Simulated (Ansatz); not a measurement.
System: butyl(dimethyl)borane, C6H15B (charge 0, singlet). 
Coordinates optimised at B3LYP-D3(BJ)/def2-TZVP (Ansatz, a program for electronic structure):
```xyz
22

C      3.3142     0.2395    -0.6351
C      2.2240    -0.2306     0.3233
C      0.8138     0.0768    -0.1779
C     -0.2967    -0.3983     0.7848
B     -1.7067    -0.0412     0.1831
C     -2.2161     1.4448     0.1844
C     -2.5857    -1.1684    -0.4664
H      3.2133    -0.2409    -1.6115
H      4.3101     0.0082    -0.2526
H      3.2607     1.3196    -0.7923
H      2.3631     0.2404     1.3016
H      2.3168    -1.3086     0.4883
H      0.7209     1.1552    -0.3431
H      0.6775    -0.3925    -1.1590
H     -0.1739    -1.4726     0.9566
H     -0.1462     0.1044     1.7475
H     -1.6305     2.1370     0.7920
H     -3.2653     1.5075     0.4913
H     -2.2020     1.8158    -0.8491
H     -3.4003    -0.8155    -1.1018
H     -3.0426    -1.7350     0.3577
H     -1.9890    -1.8993    -1.0201
```
Charge 0, spin multiplicity 1.

Property: vertical ionisation energy (to the doublet state of charge +1; each state is the SCF solution reached for its spin), in eV. Valence correlation only, unless marked. Open shells are spin-unrestricted. No spin-orbit coupling. No relativistic terms. 

```csv
level,program,vertical ionisation energy (eV)
HF/aug-cc-pVDZ,Ansatz,9.56
HF/aug-cc-pVTZ,Ansatz,9.54
SVWN5/def2-TZVPD,Ansatz,9.46
PBE/def2-TZVPD,Ansatz,9.33
r2SCAN/def2-TZVPD,Ansatz,9.46
B3LYP/def2-TZVPD,Ansatz,9.75
PBE0/def2-TZVPD,Ansatz,9.74
BHLYP/def2-TZVPD,Ansatz,10.02
CAM-B3LYP/def2-TZVPD,Ansatz,10.04
wB97M-V/def2-TZVPD,Ansatz,10.10
wB97X-V/def2-TZVPD,Ansatz,10.10
B2PLYP/def2-TZVPD,Ansatz,9.89
MP2/aug-cc-pVDZ,Ansatz,10.19
RI-MP2/aug-cc-pVTZ,Ansatz,10.31
SCS-MP2/aug-cc-pVDZ,Ansatz,10.22
CCSD/aug-cc-pVDZ,Ansatz,10.14
CCSD(T)/aug-cc-pVDZ,Ansatz,10.08
```
